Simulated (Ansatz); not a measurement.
Compare A (`C/C=[N]\[GeH3]`) with its isomer B (`C[C](=N)[GeH3]`).

Computed with Ansatz on PBE0-D4/def2-TZVP structures; ΔE is electronic, products minus reactants. CCSD(T)/CBS adds triple-zeta CCSD(T) − MP2 to the extrapolated MP2 energy (def2 sets, frozen cores). DFT in def2-TZVPP. B3LYP here is the variant with VWN-RPA as its local correlation; programs differ in this. For Ge outer-core shells are correlated without core-valence functions, which leaves a few kJ/mol of doubt a bond. Scalar relativity is left out up to krypton. One conformer a species, not always the lowest.

Which is lower in electronic energy at CCSD(T)/CBS, and by how much? (Best estimate.)

The calculation gave: A, by 8.4 kJ/mol.

Give E(B) − E(A) in kJ/mol with PBE-D4, B3LYP, r2SCAN-D4, B2PLYP, ωB97M-V, CCSD/def2-TZVPP, CCSD(T)/def2-TZVPP. (An estimate is asked.)

The calculation gave: PBE-D4 5.7, B3LYP 10.8, r2SCAN-D4 9.4, B2PLYP 11.8, ωB97M-V 9.4, CCSD/def2-TZVPP 10.1, CCSD(T)/def2-TZVPP 9.1. None reverses the order clearly.

Largest T1 diagnostic: 0.013.

In def2-TZVPP, CCSD(T) changes the Hartree–Fock value by −11.3 kJ/mol (the triples alone add −0.9 kJ/mol) and MP2 by −9.4 kJ/mol.
